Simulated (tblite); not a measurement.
Compound: C₆H₇NSeSi.
Numbering: `[CH:1]#[C:2][Si@@:3]1([C:4]#[N:5])[Se:6][CH2:7][C@H:8]1[CH3:9]` (hydrogens: H10 on C1; H11, H12 on C7; H13 on C8; H14, H15, H16 on C9)

Computed with GFN2-xTB (tblite), gas phase: L-BFGS steps from a force-field or distance-geometry start until the largest atomic force falls under 0.01 eV/Å.

Step 14: E = -656.0413 eV
```
atom  x, y, z in Å  |  force x, y, z in eV/Å
C1      2.6197    1.1405    1.5640    0.015   0.009  -0.008
C2      2.0143    0.5122    0.7354   -0.022  -0.007  -0.034
Si3     0.9913   -0.5285   -0.4046    0.086   0.025  -0.032
C4      1.6914   -0.4738   -2.1384   -0.057   0.006   0.074
N5      2.0554   -0.4273   -3.2215    0.066  -0.008  -0.021
Se6     0.3490   -2.5642    0.4670   -0.009  -0.010  -0.014
C7     -1.2300   -1.3544    0.6527    0.057  -0.043   0.019
C8     -0.8985   -0.2211   -0.3263    0.030  -0.022   0.002
C9     -1.4084    1.1413    0.1173   -0.028   0.003   0.000
H10     3.1661    1.7018    2.2685   -0.018  -0.021  -0.035
H11    -1.2384   -1.0110    1.6877   -0.044   0.030  -0.007
H12    -2.1565   -1.8875    0.4416    0.013   0.011   0.017
H13    -1.3310   -0.4720   -1.2995   -0.066   0.018   0.012
H14    -1.5254    1.8038   -0.7365    0.073   0.035  -0.016
H15    -2.3818    1.0391    0.5939   -0.037   0.013   0.007
H16    -0.7247    1.6101    0.8234   -0.060  -0.038   0.037
```

Step 15: E = -656.0425 eV
```
atom  x, y, z in Å  |  force x, y, z in eV/Å
C1      2.6201    1.1399    1.5616   -0.007  -0.010  -0.034
C2      2.0168    0.5112    0.7316   -0.019   0.011  -0.013
Si3     0.9890   -0.5265   -0.4065    0.080  -0.003   0.015
C4      1.6931   -0.4765   -2.1362   -0.050   0.018   0.031
N5      2.0582   -0.4264   -3.2186    0.071  -0.013  -0.028
Se6     0.3511   -2.5650    0.4672   -0.017   0.028  -0.023
C7     -1.2290   -1.3554    0.6528    0.053  -0.018   0.026
C8     -0.9011   -0.2202   -0.3265    0.038  -0.024   0.020
C9     -1.4109    1.1434    0.1177   -0.004  -0.031   0.009
H10     3.1646    1.7014    2.2669   -0.005  -0.013  -0.024
H11    -1.2380   -1.0106    1.6876   -0.038   0.024  -0.011
H12    -2.1546   -1.8902    0.4439    0.004   0.009   0.008
H13    -1.3334   -0.4707   -1.2995   -0.075   0.013   0.004
H14    -1.5203    1.8075   -0.7372    0.064   0.016   0.025
H15    -2.3869    1.0407    0.5916   -0.001   0.030  -0.019
H16    -0.7263    1.6065    0.8284   -0.093  -0.037   0.013
```

Question: Estimate the geometry and energy of step 16. (The exact step hangs on the optimiser's Hessian estimate; all steps are aligned on step 15, rigid shifts and turns removed.)

Answer: E = -656.0438 eV, largest force 0.111 eV/Å
```
atom  x, y, z in Å  |  force x, y, z in eV/Å
C1      2.6205    1.1391    1.5586   -0.020  -0.020  -0.046
C2      2.0190    0.5103    0.7274   -0.013   0.028   0.006
Si3     0.9880   -0.5245   -0.4083    0.036  -0.038   0.052
C4      1.6940   -0.4789   -2.1340   -0.027   0.031  -0.035
N5      2.0623   -0.4258   -3.2154    0.068  -0.019  -0.021
Se6     0.3530   -2.5652    0.4669   -0.015   0.051  -0.027
C7     -1.2271   -1.3568    0.6533    0.028   0.015   0.022
C8     -0.9030   -0.2198   -0.3266    0.031  -0.020   0.026
C9     -1.4136    1.1450    0.1181    0.020  -0.060   0.012
H10     3.1628    1.7005    2.2646    0.013   0.000  -0.008
H11    -1.2383   -1.0095    1.6874   -0.025   0.016  -0.009
H12    -2.1523   -1.8929    0.4463    0.002   0.008   0.000
H13    -1.3373   -0.4691   -1.2991   -0.069   0.006   0.009
H14    -1.5137    1.8114   -0.7374    0.052  -0.007   0.064
H15    -2.3922    1.0429    0.5888    0.027   0.039  -0.049
H16    -0.7296    1.6020    0.8340   -0.107  -0.028   0.004
```

The energy changes by -0.0013 eV. The first-order estimate −F·Δx gives -0.0017 eV and the mean of the old and new forces, exact on a quadratic surface, -0.0013 eV. The step makes an angle of 64° with the force vector and moves no atom by more than 0.008 Å.

The cost below is that of the whole relaxation. On one thread, Arm Neoverse N1 (aarch64), on a shared host, this took 1.4 s wall.
